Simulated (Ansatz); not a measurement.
Total energies of the cluster Sr2S3 from Ansatz at r2SCAN-D4/def2-TZVP, gas phase (1 Eh = 27.2114 eV = 2625.5 kJ/mol). The reference geometry is relaxed at B3LYP-D4/def2-SVP.

```xyz
5

Sr    0.463    1.732    0.397
Sr    0.121   -1.831    0.073
S     1.834   -0.311    1.480
S    -0.514    0.217   -1.834
S    -1.904    0.193   -0.117
```

```
                 state                      geometry  energy (Eh)
      charge 0 singlet                     reference  -1256.22797
      charge 1 doublet                     reference  -1255.98834
      charge 0 triplet  relaxed at B3LYP-D4/def2-SVP  -1256.14998
      charge 0 quintet  relaxed at B3LYP-D4/def2-SVP  -1256.09170
free Sr atom (singlet)                             –    -30.68860
 free S atom (triplet)                             –   -398.08366
```

In the def2 sets Sr takes a core potential; there is no spin–orbit coupling.

Work out the vertical ionisation energy to the doublet.

E(charge 1 doublet) − E(charge 0 singlet) = -1255.98834 − (-1256.22797) = 0.23963 Eh = 6.52 eV. For comparison, −ε of the highest occupied level is 4.19 eV at this level, 2.33 eV less.

Which of the charge 0 states is lowest, and how far above it are the others?

The singlet. triplet: -1256.14998 − (-1256.22797) = 0.07799 Eh = 204.8 kJ/mol; quintet: -1256.09170 − (-1256.22797) = 0.13627 Eh = 357.8 kJ/mol. The quintet differs in its bonds from the reference.

What is the binding energy per atom against free atoms?

Atoms: 2 × (-30.68860) + 3 × (-398.08366) = -1255.62818 Eh. Binding: -1255.62818 − (-1256.22797) = 0.59979 Eh = 16.32 eV, or 3.26 eV for each of 5 atoms (no zero-point energy, no counterpoise term).

The structure comes from a short search, and lower isomers may exist.
